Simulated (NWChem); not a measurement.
System meant: BGeH4F; SMILES F[BH][GeH3]

Input file for NWChem:

```
start job
memory heap 200 mb stack 900 mb global 1100 mb
geometry units angstroms noautoz
  B      0.567295    -1.214030     0.000000
  F     -0.315014    -2.207953     0.000000
  Ge    -0.068878     0.771475     0.000000
  H      0.502521     1.509068    -1.243325
  H     -1.610578     0.940112     0.000000
  H      0.502521     1.509068     1.243325
  H      1.749706    -1.526617     0.000000
end
basis spherical
  B library def2-svp
  F library def2-svp
  Ge library def2-svp
  H library def2-svp
end
dft
  odft
  mult 2
  xc b3lyp
  iterations 150
  mulliken
end
task dft energy
```

End of the output:

```
 Summary of "ao basis" -> "" (spherical)
 ------------------------------------------------------------------------------
       Tag                 Description            Shells   Functions and Types
 ---------------- ------------------------------  ------  ---------------------
 B                          def2-svp                 6       14   3s2p1d
 F                          def2-svp                 6       14   3s2p1d
 Ge                         def2-svp                12       32   5s4p3d
 H                          def2-svp                 3        5   2s1p

                                 NWChem DFT Module
                                 -----------------

 Summary of "ao basis" -> "ao basis" (spherical)
 ------------------------------------------------------------------------------
       Tag                 Description            Shells   Functions and Types
 ---------------- ------------------------------  ------  ---------------------
 B                          def2-svp                 6       14   3s2p1d
 F                          def2-svp                 6       14   3s2p1d
 Ge                         def2-svp                12       32   5s4p3d
 H                          def2-svp                 3        5   2s1p

      Symmetry analysis of basis
      --------------------------

        a'         55
        a"         25

  number of electrons :                   50
  multiplicity        :                    2
 ------------------------------------------------------------------------
  no. of electrons and multiplicity not compatible                  50
 ------------------------------------------------------------------------
 ------------------------------------------------------------------------
  current input line :
    25: task dft energy
 ------------------------------------------------------------------------
 ------------------------------------------------------------------------
 There is an error in the input file
 ------------------------------------------------------------------------
 For more information see the NWChem manual at https://nwchemgit.github.io

0: no. of electrons and multiplicity not compatible:Received an Error in Communication
```

Task: Can this run be used? If not, why, and what is the fix?

Result: The input was rejected before any calculation. Cause: the multiplicity doesn't fit the number of electrons (an even count wants an odd multiplicity, and the reverse). This input runs:
```
start job
memory heap 200 mb stack 900 mb global 1100 mb
geometry units angstroms noautoz
  B      0.567295    -1.214030     0.000000
  F     -0.315014    -2.207953     0.000000
  Ge    -0.068878     0.771475     0.000000
  H      0.502521     1.509068    -1.243325
  H     -1.610578     0.940112     0.000000
  H      0.502521     1.509068     1.243325
  H      1.749706    -1.526617     0.000000
end
basis spherical
  B library def2-svp
  F library def2-svp
  Ge library def2-svp
  H library def2-svp
end
dft
  xc b3lyp
  iterations 150
  mulliken
end
task dft energy
```
It converges to -2203.81661 Ha (B3LYP/def2-SVP).
